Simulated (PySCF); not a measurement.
C8H7N (charge +1 and doublet state).
Structure used (GFN2-xTB), in Å, numbered top down from 1:
```
atom  x, y, z in Å
C1     3.139   -0.887    0.204
C2     2.045   -0.445   -0.040
C3     0.738    0.080   -0.324
C4     0.311    1.303    0.507
C5    -1.119    1.112    0.769
C6    -1.542   -0.116    0.349
C7    -2.864   -0.587    0.426
N8    -3.930   -0.990    0.542
C9    -0.431   -0.920   -0.218
H10    4.090   -1.279    0.431
H11    0.789    0.400   -1.381
H12    0.523    2.267    0.028
H13    0.865    1.353    1.455
H14   -1.745    1.864    1.222
H15   -0.705   -1.395   -1.166
H16   -0.171   -1.751    0.452
```

The hyperfine couplings belong to this conformer and change with its torsions.

Identity: `[CH+]=[C][C@H]1CC(=CC1)C#N` [radical] (charge +1).

Computed, not measured: PySCF, UKS B3LYP, pcH-1 on C H N, non-relativistic, mean-field spin-orbit, GIAO. One conformer (not necessarily the lowest) at the GFN2-xTB geometry, without solvent, vibrations or thermal averaging. Couplings are sensitive to structure, and on GFN2-xTB geometries they can be far from those on DFT ones, by a factor of two or more for some ions and for spin on atoms past the first row. The SCF solution wasn't tested for stability.

**Question.** Give the principal g shifts and their parts.

**Answer.** 
```csv
Δg (ppt),1,2,3
relativistic mass correction,-0.15,-0.15,-0.15
gauge correction,0.01,0.03,0.01
orbital Zeeman/spin–orbit,0.26,2.71,9.43
total,0.12,2.59,9.30
```

So g = 2.00244, 2.00491, 2.01161 and g_iso = 2.00632; the tensor is rhombic: the two nearest values differ by 27 % of g3 − g1. Axes: g2 points within 11° of the C5–C6 bond.

**Question.** What effective moment and Curie constant follow for a powder?

**Answer.** With the mean of g² = 4.0253 and S(S+1) = 0.75: μ_eff = √(⟨g²⟩S(S+1)) = 1.738 μB and χT = 0.12505·⟨g²⟩·S(S+1) = 0.378 cm³ K/mol (cgs; spin-Hamiltonian part alone).

**Question.** What are the electron Larmor frequencies g μB B/h along the three axes at 340 mT?

**Answer.** 9.5290, 9.5408, 9.5727 GHz for g1, g2 and g3, a range of 43.7 MHz.

**Question.** How much does each term add to the isotropic shift?

**Answer.** The orbital-Zeeman/spin–orbit term 4.13, the mass correction -0.15 and the gauge correction 0.02 ppt, for a total of 4.00 ppt. The orbital-Zeeman/spin–orbit term is the largest in size. The mass correction is the same along every axis, so the anisotropy comes from the other two: their spans along these axes are 0.02 (gauge) and 9.18 ppt (orbital Zeeman/spin–orbit).

**Question.** In a frozen sample, at which fields do the three g values resonate at 9.5, 34, 94 and 263 GHz (hyperfine left aside), and which band first spreads them over more than twice a line width of 0.5 mT?

**Answer.** 
| band | GHz | B(g3) mT | B(g2) mT | B(g1) mT | spread mT |
| --- | --- | --- | --- | --- | --- |
| X | 9.5 | 337.42 | 338.55 | 338.96 | 1.55 |
| Q | 34.0 | 1207.60 | 1211.64 | 1213.13 | 5.54 |
| W | 94.0 | 3338.65 | 3349.82 | 3353.96 | 15.30 |
| J | 263.0 | 9341.13 | 9372.36 | 9383.95 | 42.82 |

The spread grows in proportion to the frequency. X band is the first where it exceeds 1.0 mT.

The largest Mulliken spin populations are on C5 (+0.28), C6 (+0.23), N8 (+0.19) and C1 (+0.12). Three atoms exceed +0.15.

The HOMO–LUMO gaps are 5.13 eV among the α and 0.86 eV among the β orbitals.

The SMILES draws the unpaired electron on C2; the largest computed Mulliken spin population is on C5 (0.28 against 0.07).
